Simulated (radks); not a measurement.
Se IV, 31 electrons, occupied as [Ar] 3d10 4s2 4p1.

Method: scalar-relativistic Kohn-Sham, XLYP, spin-unpolarised, spherical densities, point nucleus; computed with a radial shooting solver on a logarithmic mesh with Libxc functionals.

Energy parts (hartree):
| part | energy |
|---|---|
| total | -2428.45106 |
| kinetic | 2478.28710 |
| electron-nucleus | -5812.57293 |
| Hartree | 993.39946 |
| exchange-correlation | -87.56470 |

Orbitals (lengths in bohr, moments of r in powers of bohr; r(90%) holds 90 % of the orbital's charge):
| orbital | occ. | eigenvalue (hartree) | r(90%) | <r^4> | <1/r> |
|---|---|---|---|---|---|
| 1s | 2 | -461.1007 | 0.0788 | 0.00001762 | 34.56 |
| 2s | 2 | -60.43266 | 0.303 | 0.003544 | 7.633 |
| 2p | 6 | -53.32740 | 0.279 | 0.002578 | 7.476 |
| 3s | 2 | -9.17558 | 0.856 | 0.2294 | 2.490 |
| 3p | 6 | -6.95358 | 0.902 | 0.2826 | 2.338 |
| 3d | 10 | -3.28314 | 1.04 | 0.5273 | 2.039 |
| 4s | 2 | -1.81371 | 2.40 | 14.09 | 0.8091 |
| 4p | 1 | -1.33938 | 2.80 | 25.80 | 0.6936 |

The highest occupied level is 4p at -36.446 eV. For comparison, the ionisation energy in NIST's Atomic Spectra Database is 42.947 eV (measured). In exact Kohn-Sham theory the highest level is minus the ionisation energy, but local and semilocal functionals leave it too shallow, through self-interaction and a potential that decays too fast; potentials with the right tail come closer. Summed over all electrons, <r^2> = 18.56 bohr^2, which gives a Langevin (diamagnetic) susceptibility term of -14.7 x 10^-6 cm^3/mol.

Beside tabulated values, note that spin-unpolarised runs miss the spin-polarisation part of the exchange energy of open shells.
